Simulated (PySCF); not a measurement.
# Computed spin Hamiltonian

C₅H₇N₂O (doublet state).
Atom-mapped SMILES: `[CH3:1][C:2]([CH3:3])[c:4]1[n:5][cH:6][n:7][o:8]1` (hydrogens: H9, H10, H11 on C1; H12, H13, H14 on C3; H15 on C6)

Geometry (GFN2-xTB, Å), atoms numbered from 1 in this order:
```xyz
15
C5H7N2O angstrom
C     -1.1419    1.3946    0.5588
C     -0.6427    0.0549    0.1632
C     -1.6108   -1.0309   -0.1304
C      0.7191   -0.1676    0.0731
N      1.7021    0.7084    0.3074
C      2.8065   -0.0071    0.0807
N      2.5893   -1.2487   -0.2737
O      1.2373   -1.3814   -0.2869
H     -1.7477    1.3216    1.4635
H     -1.7846    1.8047   -0.2217
H     -0.3110    2.0705    0.7343
H     -2.2455   -1.2159    0.7380
H     -1.0995   -1.9501   -0.4003
H     -2.2711   -0.7361   -0.9479
H      3.7959    0.3911    0.1776
```

The hyperfine couplings belong to this conformer and change with its torsions.

Theory: PySCF, UKS B3LYP, pcH-1 on C H N O, non-relativistic, mean-field spin-orbit, GIAO. Geometry: GFN2-xTB, one conformer, isolated molecule. Couplings are sensitive to structure, and on GFN2-xTB geometries they can be far from those on DFT ones. The SCF solution wasn't tested for stability.

* g1, g2, g3: 2.00209, 2.00386, 2.00480
* g_iso: 2.00358
* Form of g: rhombic: the two nearest values differ by 35 % of g3 − g1
* ⟨S²⟩: 0.7697 (exact 0.7500)
* HOMO–LUMO gap, α and β orbitals: 5.63, 4.95 eV
* Total energy: -379.42093 Eh

Hyperfine couplings atom by atom, in G; T1 to T3 are the principal values of the dipolar part (MHz turned into gauss with g_iso; 10 G = 1 mT):

| atom | isotope | a_iso | T1 | T2 | T3 | Mulliken spin population |
| --- | --- | --- | --- | --- | --- | --- |
| C1 | 13C | -8.1 | -0.5 | 0.2 | 0.3 | -0.05 |
| C2 | 13C | 20.9 | -20.0 | -20.0 | 40.0 | 0.67 |
| C3 | 13C | -8.2 | -0.6 | 0.2 | 0.3 | -0.05 |
| C4 | 13C | -16.3 | -6.4 | 2.3 | 4.1 | -0.14 |
| N5 | 14N | 3.3 | -4.1 | -4.0 | 8.1 | 0.24 |
| C6 | 13C | -7.1 | -6.0 | 2.6 | 3.4 | -0.11 |
| N7 | 14N | 3.3 | -4.2 | -4.1 | 8.3 | 0.22 |
| O8 | 17O | -3.5 | -13.0 | 6.1 | 6.9 | 0.09 |
| H9 | 1H | 25.7 | -1.3 | -0.9 | 2.2 | 0.03 |
| H10 | 1H | 25.5 | -1.3 | -0.9 | 2.2 | 0.03 |
| H11 | 1H | 0.7 | -1.2 | -0.8 | 2.0 | 0.00 |
| H12 | 1H | 26.1 | -1.3 | -0.9 | 2.2 | 0.03 |
| H13 | 1H | 0.7 | -1.1 | -0.9 | 2.0 | 0.00 |
| H14 | 1H | 26.4 | -1.3 | -0.9 | 2.2 | 0.03 |
| H15 | 1H | 1.7 | -1.1 | 0.1 | 1.0 | 0.00 |

The largest Mulliken spin populations are on C2 (+0.67), N5 (+0.24), N7 (+0.22) and C4 (-0.14). Three atoms exceed +0.15. The positive populations add up to 1.35 and the negative ones to -0.35, together 2S = 1. The angles at C2 add up to 360.0°, so it is planar.

Axes: g2 points within 9° of the C6–N7 bond and g3 points within 7° of the N7–O8 bond.

Under fast tumbling the dipolar parts average out, and these isotropic splittings remain: 3 × 1H (H12/H13/H14, I = 1/2, 4 lines) with 1.77 mT, 3 × 1H (H9/H10/H11, I = 1/2, 4 lines) with 1.73 mT, 1 × 14N (N5, I = 1, 3 lines) with 0.33 mT, 1 × 14N (N7, I = 1, 3 lines) with 0.33 mT and 1 × 1H (H15, I = 1/2, 2 lines) with 0.17 mT.

Means are taken over nuclei equivalent by connectivity, which assumes that they swap fast. C1 and C3, with what hangs on them, aren't averaged: C2 is flat or nearly so (angle sum 360°), and its turn about the short C2–C4 bond (1.38 Å) is taken as slow. The three 1H nuclei of mean +49.8 MHz run from 1.9 to 74.1 MHz in the frozen geometry. The three 1H nuclei of mean +48.5 MHz run from 2.0 to 72.0 MHz in the frozen geometry.

The 17O coupling of O8 (-9.8 MHz) shows only in satellite lines or after enrichment, since that isotope makes up about 0.038 % of natural oxygen.

The 13C coupling of C2 (58.5 MHz) shows only in satellite lines or after enrichment, since that isotope makes up about 1.07 % of natural carbon.

Examples of negative spin density at the nucleus (bohr⁻³): C4 (-0.0406), C3 (-0.0203) and C1 (-0.0202).

On Arm Neoverse V2, one thread, shared host with 192 logical CPUs at a one-minute load of 54, this took 63 s of wall time (grids of density and orbitals included) and 0.97 GiB of memory at its peak.
